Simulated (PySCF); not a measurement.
W⁷²⁺: ionisation energy

W⁷²⁺ 1s2 → W⁷³⁺ 1s1 [1s1/2^1, M_J = 1/2], as a difference of total energies. Calculation: PySCF 2.14, in an even-tempered Gaussian basis (15 s from 240 bohr⁻², ratio 2.4; 11 p from 310 bohr⁻², ratio 2.4; 3 d from 980 bohr⁻², ratio 2.6; 3 f from 1500 bohr⁻², ratio 2.6); the two-component X2C-1e Hamiltonian. Correlated levels: nothing frozen; the 24 highest virtual spinors dropped. "Screened" scales the spin-orbit matrix elements by Boettger's factors to mimic the two-electron term; Breit and QED terms are absent.

```
                    method  ionisation energy (eV)  difference from reference (eV)
 GHF (screened spin-orbit)                 79379.3                          +197.4
GMP2 (screened spin-orbit)                 79381.3                          +199.4
```

Reference: 79181.94 ± 0.19 eV (theoretical estimate listed by NIST; NIST Atomic Spectra Database, ionization energies).

For this ion Breit and QED terms and the two-electron picture change, all absent here, outweigh the correlation shift from GHF to GMP2.
